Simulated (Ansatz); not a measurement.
# Worked example: vertical ionisation energy of BCl3 (boron trichloride)

The species is BCl3 (4 atoms), meant as a singlet with charge 0. SMILES: `ClB(Cl)Cl`. The shape is that of a PBE0-D4/def2-TZVP optimisation.

Both states at this one shape; open shells run unrestricted unless said. 1 Eh = 27.2114 eV.

| level | program | singlet BCl3 (Eh) | doublet [BCl3]+ (Eh) |
| --- | --- | --- | --- |
| r2SCAN0/STO-3G | Ansatz | -1390.234407 | -1389.828179 |
| B2PLYP/6-311+G**, 16 core orbitals frozen | Ansatz | -1405.148055 | -1404.730932 |

Question: Work out the vertical ionisation energy at each level.

Answer: 
1. r2SCAN0/STO-3G: -1389.828179 − (-1390.234407) = 0.406228 Eh = 11.05 eV.
2. B2PLYP/6-311+G**: -1404.730932 − (-1405.148055) = 0.417123 Eh = 11.35 eV.

No measured value is set beside it here; the levels span 11.05 to 11.35 eV. Minimal sets are far from the basis-set limit.
